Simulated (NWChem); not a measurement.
Species: NiF2, triplet; SMILES [F][Ni][F]

Computed with NWChem. Pople sets run with spherical d functions. Spin-unrestricted. Geometry: optimised at PBE-D3(BJ)/def2-SVP, spin-unrestricted. The spin multiplicity was typed, not searched, and may not be the lowest. No stability test was run on the SCF state. Level SCAN/6-31G*: energy and gradient on several grids; changes count from the extra-fine grid, which is no exact limit either.

```csv
grid,size of the energy change (μHa),largest change of a gradient component (μHa/bohr)
xcoarse,5000,7000
coarse,20000,900
medium,7000,500
fine,300,100
xfine,< 10,< 30
```
